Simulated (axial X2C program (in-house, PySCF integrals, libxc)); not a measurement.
# OGaO²⁺: properties at the nuclei

Computed with an axial X2C code built on PySCF integrals: two-component X2C with atomic mean-field Coulomb and Gaunt terms, Gaussian nuclei, basis O dyall-av3z, Ga dyall-v3z with contracted cores.

O–Ga–O held linear, with bonds 1.828 and 1.828 Å (near the PBE0 minimum at charge 2 of the determinant lowest at the starting distance; the state shown can have its own minimum elsewhere, held linear; other orders of the atoms were not compared).

Determinant lowest in the PBE0 search, Ω = 5/2 (⟨Sz⟩ = 1.50, ⟨Lz⟩ = 1.00 at PBE0), spin on the atoms O 0.79, Ga -0.08, O 0.79:

```csv
level,A∥/gI O (MHz),qzz O (a.u.),A∥/gI Ga (MHz),qzz Ga (a.u.)
PBE0,15.8,-0.70,-162,-3.23
HF,13.6,-1.36,-294,-3.00
BHandHLYP,19.7,-0.87,-181,-3.33
```

Determinant 0.03 eV from it at PBE0 and this distance, Ω = 1/2 (⟨Sz⟩ = 1.50, ⟨Lz⟩ = -1.00 at PBE0), spin on the atoms O 0.79, Ga -0.08, O 0.79:

```tsv
level	A∥/gI O (MHz)	qzz O (a.u.)	A∥/gI Ga (MHz)	qzz Ga (a.u.)
PBE0	-687	-0.70	-1160	-3.26
HF	-324	-1.34	-2330	-3.08
BHandHLYP	-584	-0.86	-1330	-3.36
```

A∥ (defined per Ω) follows by multiplying with gI = μI/(I μN); qzz is the electric field gradient, eQq0 = 234.96 MHz × Q/barn × qzz. The operators were transformed with the bare-nucleus X2C matrices; with these basis sets, hyperfine constants and field gradients can be off by tens of per cent, and where levels differ in sign neither size nor sign is settled.

Q: With gI(17O) = -0.7575, Q(17O) = -0.02558 barn, gI(69Ga) = 1.3444, Q(69Ga) = 0.171 barn (g factors from the IAEA table of nuclear moments by Stone; Q from Pyykkö, Mol. Phys. 2018), turn the PBE0 values of the first state into constants in MHz.

A: A∥(17O) = 15.8 × -0.7575 = -12 MHz; eQq0(17O) = 234.96 × (-0.02558) × (-0.70) = 4.21 MHz; A∥(69Ga) = -162 × 1.3444 = -218 MHz; eQq0(69Ga) = 234.96 × (0.171) × (-3.23) = -130 MHz.

The molecule was held linear; bending was not examined, so a bent shape may lie lower.

Each state is one determinant with collinear spin, which with several unpaired electrons need not be a pure state. Unrestricted Hartree–Fock can overshoot spin polarisation at the nuclei. With several open shells hyperfine constants can be off by a factor of several. The search compared states at one distance, so a state with another bond length can lie lower. PBE0 term energies can be off by some tenths of an eV.
